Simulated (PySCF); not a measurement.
## UHF on Bi⁺ (bismuth, charge +1)

Configuration: [Xe] 4f14 5d10 6s2 6p1 6d1, one real determinant (an excited configuration). Computed with PySCF 2.14 in aug-cc-pwCVTZ-DK3, with the spin-free X2C one-electron Hamiltonian (Gaussian nucleus).

- Total energy: -21526.485041 hartree
- One-electron energy: -29402.0945 hartree
- Hartree (Coulomb) energy: 8273.5458 hartree
- Exchange energy: -397.9364 hartree
- ⟨S²⟩: 2.0057
- ⟨L²⟩: 8.019
- Sum of ⟨r⟩: 48.49 bohr
- Sum of ⟨r²⟩: 77.76 bohr²
- Traceless quadrupole moment −½Σ⟨3z² − r²⟩ along its main axis: 4.31 e·bohr²
- Langevin diamagnetic susceptibility: -61.6 ×10⁻⁶ cm³/mol

```tsv
shell	electrons	mean orbital energy (hartree)	spread (hartree)	rms radius, mean of both spins (bohr)
1s α	1	-3344.57764	0	0.0178
1s β	1	-3344.57657	0	0.0178
2s α	1	-607.16700	0	0.0718
2s β	1	-607.16668	0	0.0718
2p α	3	-522.25715	0.00057	0.0664
2p β	3	-522.25607	0.00157	0.0664
3s α	1	-149.61118	0	0.183
3s β	1	-149.61029	0	0.183
3p α	3	-124.85597	0.00013	0.186
3p β	3	-124.85446	0.00396	0.186
3d α	5	-98.59628	0.00294	0.170
3d β	5	-98.59571	0.00346	0.170
4s α	1	-36.14524	0	0.400
4s β	1	-36.14317	0	0.400
4p α	3	-27.85541	0.00095	0.427
4p β	3	-27.85273	0.00764	0.427
4d α	5	-17.91033	0.00627	0.453
4d β	5	-17.90900	0.00762	0.453
5s α	1	-7.11322	0	0.890
5s β	1	-7.10667	0	0.890
4f α	7	-7.02505	0.00652	0.480
4f β	7	-7.02401	0.00816	0.480
5p α	3	-4.68038	0.00155	1.01
5p β	3	-4.67396	0.01664	1.01
5d α	5	-1.74757	0.01416	1.31
5d β	5	-1.74020	0.02208	1.31
6s α	1	-1.07962	0	2.26
6s β	1	-0.99753	0	2.26
6p α	1	-0.65546	0	2.86
6d α	1	-0.22825	0	5.22
```

⟨L²⟩ = 8.02 against 12 for a pure F term, so this real determinant mixes terms. Spin-orbit coupling, absent here, splits the open shell strongly. The outer electron is Rydberg-like, and this basis confines it to a smaller radius and binds it less than a complete one would.

Densities and radii are taken from the X2C orbitals without a picture-change correction, which distorts them close to the nucleus.

Spin-orbit constants ζ (cm⁻¹) from the X2C one-electron operator on these orbitals: bare nucleus, nucleus screened by l(l+1)(2l+1)/3 electrons, and screened by the Breit-Pauli mean field of the electrons.

```json
{"shell": "2p", "bare": "11470000", "screened nucleus": "11200000", "mean field": "n/a"}
{"shell": "3p", "bare": "2597000", "screened nucleus": "2535000", "mean field": "n/a"}
{"shell": "3d", "bare": "397600", "screened nucleus": "349700", "mean field": "n/a"}
{"shell": "4p", "bare": "636000", "screened nucleus": "620700", "mean field": "n/a"}
{"shell": "4d", "bare": "87320", "screened nucleus": "76800", "mean field": "n/a"}
{"shell": "4f", "bare": "18710", "screened nucleus": "12400", "mean field": "n/a"}
{"shell": "5p", "bare": "114600", "screened nucleus": "111800", "mean field": "n/a"}
{"shell": "5d", "bare": "10880", "screened nucleus": "9565", "mean field": "n/a"}
{"shell": "6p", "bare": "11510", "screened nucleus": "11230", "mean field": "n/a"}
{"shell": "6d", "bare": "288.6", "screened nucleus": "253.8", "mean field": "n/a"}
```

To first order the Landé constant is A = 1957 cm⁻¹, so the lowest level has J = 2 and lies 0.970 eV below the centre of the term. This holds in LS coupling only.
